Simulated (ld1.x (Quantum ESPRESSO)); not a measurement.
**Building the ultrasoft potential for Mo (LDA (PZ), fully relativistic).**

```json
{"Element": "molybdenum", "Generator": "ld1.x (Quantum ESPRESSO) 7.5", "Type": "ultrasoft", "Functional": "LDA (PZ)", "Relativity": "fully relativistic", "Frozen core": "[Kr]", "Valence charge": "6", "Reference configuration": "4d5 5s0.75 5p0.25", "Partial waves": "5s (bound): rcut 2.45, rcutus 3.25 bohr; 5s channel at 0.35 Ry: rcut 2.45, rcutus 3.25 bohr; 5p (bound): rcut 2.75, rcutus 3.40 bohr; 5p channel at 3.65 Ry: rcut 2.75, rcutus 3.40 bohr; 4d (bound): rcut 1.35, rcutus 1.60 bohr; 4d channel at 1.55 Ry: rcut 1.35, rcutus 1.60 bohr; 4f channel at 0.2 Ry: rcut 2.35, rcutus 2.85 bohr; 4f channel at 0.85 Ry: rcut 2.35, rcutus 2.85 bohr", "Local potential": "all-electron potential smoothed inside 2.05 bohr (lloc = -2)", "Core correction": "Bessel-smoothed model core inside 1.25 bohr", "Augmentation charge": "PSQ, inside the norm-conserving radii"}
```

Open shells are filled in proportion to 2j + 1 (rel_dist='average').

What the tests gave:

| Property | Result |
| --- | --- |
| Cutoffs needed | 40 Ry and 60 Ry (the cutoffs (Ry, on a coarse ladder) from which the occupation-weighted sum of valence levels, in a spherical-Bessel basis at the reference potential, stays within 10 and 1 mRy of its value at 400 Ry) |
| Ghost test | no extra level below or beside the all-electron valence levels (s, p1/2, p3/2, d3/2, d5/2, f5/2, f7/2 tested) (spherical-Bessel basis up to 400 Ry, 20 bohr box) |
| Largest excitation error | -66 meV (all-electron minus pseudo) for 4d4 5s0 5p0, out of 7 test configurations |
| Lowest eigenvalue of the overlap operator | 0.21 (p3/2 channel) |
| Density cutoff estimated by the generator | 243 Ry |

Generation and tests took about 5.3 s on one core of a shared server CPU.
